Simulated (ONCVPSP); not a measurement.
**silver: variants of one ONCV potential**

Base potential:

```json
{"Element": "silver", "Generator": "ONCVPSP 4.0.1", "Type": "optimised norm-conserving Vanderbilt (ONCV)", "Functional": "PBE", "Relativity": "scalar-relativistic", "Frozen core": "[Ar] 3d10", "Valence charge": "19", "Reference configuration": "4s2 4p6 4d8 (charge +3)", "Partial waves": "4s: rc 1.55 bohr, ncon 4, nbas 7, qcut 9.8 1/bohr, 2 projectors, debl 3.2 Ha; 4p: rc 1.20 bohr, ncon 4, nbas 9, qcut 13.2 1/bohr, 2 projectors, debl 1.8 Ha; 4d: rc 1.50 bohr, ncon 4, nbas 9, qcut 9.7 1/bohr, 2 projectors, debl 3.2 Ha", "Local potential": "polynomial inside 0.75 bohr (lpopt 3, dvloc0 0 Ha)", "Core correction": "none"}
```

In the s channel the program set the typed energies aside and used -4.914, 0.050 Ha. In the p channel the program set the typed energies aside and used -3.559, 0.250 Ha.

All-electron outer shells of the reference configuration (PBE, scalar-relativistic, ld1.x):

| shell | level (eV) | outermost node (bohr) | outermost maximum (bohr) |
| --- | --- | --- | --- |
| 4s | -133.70 | 0.44 | 0.82 |
| 4p | -96.84 | 0.44 | 0.87 |
| 4d | -43.74 | 0.43 | 1.01 |

Cutoffs, loose and tight: the cutoffs (Ha) at which the residual kinetic energy of the hardest occupied pseudo-wave falls to 1 and 0.1 mHa per electron. They do not see the model core or the augmentation charge, which bear on the density cutoff. Test errors are all-electron minus pseudo excitation energies from the reference, over the configurations 4s2 4p6 4d10 5s1; 4s2 4p6 4d10; 4s2 4p6 4d9; 4s2 4p5 4d10 5s1. A dash means not determined; rows that change the core or the reference have their own tests.

A true bound ghost makes a file unfit for plane-wave use even where its test errors are small: the radial tests pick states by their node count and pass the ghost by.

```csv
change,outcome,"cutoff, loose","cutoff, tight",bound ghosts,GHOST(+) flags above zero,largest test error (meV)
base,"generated, projector energies reset by the program",53 Ha,63 Ha,none,s,-31
"all radii scaled by about 0.79 (s 1.22, p 0.94, d 1.18 bohr); local potential polynomial inside 0.58 bohr (lpopt 3, dvloc0 0 Ha)","generated, projector energies reset by the program",54 Ha,64 Ha,s,p,-32
"all radii scaled by about 0.87 (s 1.34, p 1.04, d 1.30 bohr); local potential polynomial inside 0.64 bohr (lpopt 3, dvloc0 0 Ha)","generated, projector energies reset by the program",57 Ha,68 Ha,s,none,-30
"all radii scaled by about 0.94 (s 1.46, p 1.12, d 1.40 bohr); local potential polynomial inside 0.70 bohr (lpopt 3, dvloc0 0 Ha)","generated, projector energies reset by the program",56 Ha,66 Ha,none,s,-29
"all radii scaled by about 1.03 (s 1.60, p 1.24, d 1.54 bohr); local potential polynomial inside 0.78 bohr (lpopt 3, dvloc0 0 Ha)","generated, projector energies reset by the program",51 Ha,61 Ha,none,s,-32
"all radii scaled by about 1.10 (s 1.70, p 1.32, d 1.66 bohr); local potential polynomial inside 0.82 bohr (lpopt 3, dvloc0 0 Ha)","generated, projector energies reset by the program",48 Ha,57 Ha,none,s,-36
"all radii scaled by about 1.23 (s 1.90, p 1.48, d 1.84 bohr); local potential polynomial inside 0.92 bohr (lpopt 3, dvloc0 0 Ha)","generated, projector energies reset by the program",45 Ha,55 Ha,none,none,-42
```

Q: What comes out with this change to the base: all radii scaled by about 1.32 (s 2.04, p 1.58, d 1.98 bohr); local potential polynomial inside 1.00 bohr (lpopt 3, dvloc0 0 Ha)?

A: outcome: generated, projector energies reset by the program; cutoff, loose: 50 Ha; cutoff, tight: 59 Ha; bound ghosts: none; GHOST(+) flags above zero: s; largest test error (meV): +33.

Q: What comes out with this change to the base: all radii scaled by about 1.16 (s 1.80, p 1.40, d 1.74 bohr); local potential polynomial inside 0.88 bohr (lpopt 3, dvloc0 0 Ha)?

A: outcome: generated, projector energies reset by the program; cutoff, loose: 45 Ha; cutoff, tight: 54 Ha; bound ghosts: none; GHOST(+) flags above zero: s, d; largest test error (meV): -37.

Reading the sweep of the scale of all radii (base = 1) (base included, trends over the rows without a ghost): The loose cutoff is not monotonic: lowest 45 Ha at 1.16, highest 56 Ha at 0.94. The median size of the test errors (rows with all tests solved) rises from 8.4 meV at 0.94 to 28.1 meV at 1.32. More of the atom is replaced by a form fitted at one configuration, so other configurations suffer as the radius grows. Bound ghosts are found at 0.79, 0.87.
